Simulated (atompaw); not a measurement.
Building the PAW (atompaw) potential for Co (PBEsol, scalar-relativistic).

* Element: cobalt (Co)
* Generator: atompaw 4.2.0.5
* Type: PAW
* Functional: PBEsol
* Relativity: scalar-relativistic
* Frozen core: [Ar]
* Valence charge: 9
* Reference configuration: 3d7 4s0 4p0 (charge +2)
* Partial waves: 4s (bound, empty): rc 2.75 bohr; 4s channel at -0.68 Ry: rc 2.75 bohr; 4p (bound, empty): rc 2.75 bohr; 4p channel at 4 Ry: rc 2.75 bohr; 3d (bound): rc 1.65 bohr; 3d channel at -0.25 Ry: rc 1.65 bohr
* Local potential: bessel scheme, radius 2.15 bohr
* Core correction: smooth core density matched at 2.25 bohr
* Augmentation charge: sinc compensation charge, radius 2.05 bohr; PAW radius 2.75 bohr; waves and projectors: custom polynom vanderbiltortho

All-electron outer shells of the reference configuration (PBEsol, scalar-relativistic, ld1.x):

| shell | level (eV) | outermost node (bohr) | outermost maximum (bohr) |
| --- | --- | --- | --- |
| 3p | -84.56 | 0.28 | 0.68 |
| 3d | -27.03 | – | 0.66 |
| 4s | -20.73 | 0.95 | 2.10 |
| 4p | -14.45 | 1.03 | 2.50 |

Problem. Estimate the cutoffs (Ry, on a coarse ladder) from which the occupation-weighted sum of valence levels, in a spherical-Bessel basis at the reference potential, stays within 10 and 1 mRy of its value at 400 Ry.

Solution. 50 Ry and 70 Ry.

Problem. Does the potential have ghost states?

Solution. No extra level below or beside the all-electron valence levels (s, p, d, f tested).

Problem. Is the overlap operator S = 1 + Σ q|β⟩⟨β| positive definite (Bessel basis up to 400 Ry)?

Solution. Yes: its lowest eigenvalue is 0.20 (s channel).
